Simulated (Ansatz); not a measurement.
Reactions of `[SiH3]OBO[SiH3]`.

Computed with Ansatz on PBE0-D4/def2-TZVP structures; ΔE is electronic, products minus reactants. CBS: MP2 limit from def2 TZ/QZ plus the TZ coupled-cluster correction, frozen cores. This one scheme is used for every species, atoms too. DFT in def2-TZVPP. Open shells (•) are unrestricted, without spin–orbit coupling. Spin–orbit coupling would lower the free atoms: a little for B, O, Si. One conformer a species, not always the lowest.

```csv
reaction,PBE-D4 (eV),CCSD/CBS(def2) (eV),B2PLYP (eV),CCSD(T)/CBS(def2) (eV)
`[SiH3]OBO[SiH3]` + H₂S → `[SiH3]OBS` + `O[SiH3]`,0.60,0.76,0.74,0.72
`[SiH3]OBO[SiH3]` + HCl → `[SiH3]OBCl` + `O[SiH3]`,0.38,0.48,0.46,0.46
`[SiH3]OBO[SiH3]` + `CC` → `CCBO[SiH3]` + `O[SiH3]`,1.44,1.50,1.54,1.49
`[SiH3]OBO[SiH3]` + H₂ → `BO[SiH3]` + `O[SiH3]`,1.31,1.29,1.29,1.32
`[SiH3]OBO[SiH3]` + `OCF` → `FCOBO[SiH3]` + `O[SiH3]`,0.10,0.10,0.10,0.10
`[SiH3]OBO[SiH3]` + H–F → `FBO[SiH3]` + `O[SiH3]`,-0.13,-0.09,-0.17,-0.08
`[SiH3]OBO[SiH3]` → B• + 7 H• + 2 O• + 2 Si•,45.27,45.06,45.04,45.53
`[SiH3]OBO[SiH3]` + CH₃SH → `CSBO[SiH3]` + `O[SiH3]`,0.53,0.70,0.69,0.65
`[SiH3]OBO[SiH3]` + `C[SiH3]` → `C[SiH2]BO[SiH3]` + `O[SiH3]`,1.67,1.82,1.85,1.80
```

Largest T1 diagnostic: 0.014, for B•.
